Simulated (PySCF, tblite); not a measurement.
Species: C7H11N.
Structure used (GFN2-xTB), in Å, numbered top down from 1:
```
atom  x, y, z in Å
C1    -0.4182   -0.3612    1.8630
C2     0.0774    0.0141    0.6883
C3    -0.7367    0.2748   -0.5189
C4    -1.8717   -0.6452   -0.8907
C5    -2.1653    0.7374   -0.4148
C6     1.5461    0.1632    0.5211
C7     2.2550   -0.4977   -0.6082
N8     2.0368    0.9264   -0.6082
H9     0.2196   -0.5440    2.7111
H10   -1.4715   -0.5035    2.0254
H11   -0.1547    0.6904   -1.3306
H12   -2.0207   -0.8777   -1.9345
H13   -2.0813   -1.4693   -0.2257
H14   -2.5090    1.4668   -1.1325
H15   -2.5878    0.8659    0.5693
H16    2.0899    0.2258    1.4620
H17    1.6712   -1.0420   -1.3377
H18    3.2490   -0.8963   -0.4385
H19    2.8620    1.4814   -0.4074
```

Theory: PBE0/pcSseg-1 in PySCF (dipole) on a GFN2-xTB geometry, gas phase.

Take the most abundant isotopes and a rigid rotor. The values belong to one conformer with, in the numbering `[CH2:1]=[C:2]([CH:3]1[CH2:4][CH2:5]1)[C@H:6]1[CH2:7][NH:8]1`, C1–C2–C3–C4 -43°, C1–C2–C6–C7 129°.

(1) Give the principal moments of inertia and the rotational constants in cm⁻¹.

(2) What kind of rotor is it?

(3) What does the inertial defect say?

(4) Give the other two planar moments, Paa and Pbb, and the rms extents of the mass along the axes.

(5) Which types of transition are allowed, and where do some lines up to J = 3 fall?

(6) Estimate the classical rotational partition function at 10 K, 100 K and 200 K.

Results:

(1) Ia = 137.41, Ib = 341.26, Ic = 403.77 u·Å²; 505379 MHz·u·Å²/I gives 3678, 1481 and 1252 MHz, that is A = 0.12268, B = 0.04940, C = 0.04175 cm⁻¹.

(2) An asymmetric top: κ = (2 × 1481 − 3678 − 1252)/(3678 − 1252) = -0.81.

(3) Not planar: Δ = Ic − Ia − Ib = -74.91 u·Å². For a rigid frame Δ = −2 Σ m c², so Σ m c² = 37.45 u·Å² lies off the ab plane: 11.29 from hydrogen and 26.16 from heavier atoms. The atom farthest from that plane is 1.48 Å away.

(4) Paa = Σ m a² = (Ib + Ic − Ia)/2 = 303.81 and Pbb = Σ m b² = (Ia + Ic − Ib)/2 = 99.96 u·Å². With the mass M = 109.09 u, the rms extents √(P/M) along a, b and c are 1.67, 0.96, 0.59 Å.

(5) The dipole components are |μa| = 1.34 D, |μb| = 0.34 D, |μc| = 0.40 D. Intensities carry the squares of the components, which stand as 1.00 : 0.07 : 0.09 (a : b : c). Some lines, for components of 0.1 D or more:

| type | branch | J(Ka,Kc) | MHz | lower level (cm⁻¹) |
| --- | --- | --- | --- | --- |
| a | Q | 2(1,1) ← 2(1,2) | 688 | 0.339 |
| a | Q | 3(1,2) ← 3(1,3) | 1375 | 0.601 |
| c | Q | 3(1,3) ← 3(0,3) | 1698 | 0.544 |
| c | Q | 2(1,2) ← 2(0,2) | 1985 | 0.273 |
| b | Q | 2(1,1) ← 2(0,2) | 2672 | 0.273 |
| a | R | 1(0,1) ← 0(0,0) | 2733 | 0.000 |
| a | R | 2(1,2) ← 1(1,1) | 5236 | 0.164 |
| a | R | 2(1,1) ← 1(1,0) | 5694 | 0.172 |
| b | R | 2(1,2) ← 1(0,1) | 7433 | 0.091 |
| a | R | 3(1,3) ← 2(1,2) | 7844 | 0.339 |
| a | R | 3(2,1) ← 2(2,0) | 8265 | 0.582 |
| c | R | 3(1,2) ← 2(0,2) | 11203 | 0.273 |
| b | Q | 3(3,1) ← 3(2,2) | 11568 | 0.855 |
| b | R | 2(2,1) ← 1(1,0) | 12285 | 0.172 |
| c | R | 2(2,0) ← 1(1,0) | 12302 | 0.172 |
| c | R | 2(2,1) ← 1(1,1) | 12515 | 0.164 |
| c | R | 3(2,1) ← 2(1,1) | 14873 | 0.362 |
| c | R | 3(2,2) ← 2(1,2) | 15476 | 0.339 |
| b | R | 3(2,1) ← 2(1,2) | 15561 | 0.339 |
| c | R | 3(3,0) ← 2(2,0) | 19750 | 0.582 |
| b | R | 3(3,0) ← 2(2,1) | 19767 | 0.582 |

(6) Point group C1, symmetry number σ = 1; q = (√π/σ)·√((kT/h)³/(ABC)), k/h = 20836.6 MHz/K: 2040 at 10 K, 64600 at 100 K, 183000 at 200 K.

Its GFN2-xTB frequencies are all real (lowest 55 cm⁻¹). These are rigid-rotor constants of the computed structure; measured ground-state constants (B0) also hold zero-point vibration. A rigid rotor knows nothing of inversion at nitrogen, which can split or shift real lines. Quadrupole hyperfine structure (14N) is left out.

Time: 48 s wall; peak memory 0.86 GiB. Hardware: one thread, Arm Neoverse V1 (aarch64), no GPU, shared host with 32 logical CPUs at a one-minute load of 31. This is the PBE0/pcSseg-1 job that gave the dipole, with the shieldings it also computed.
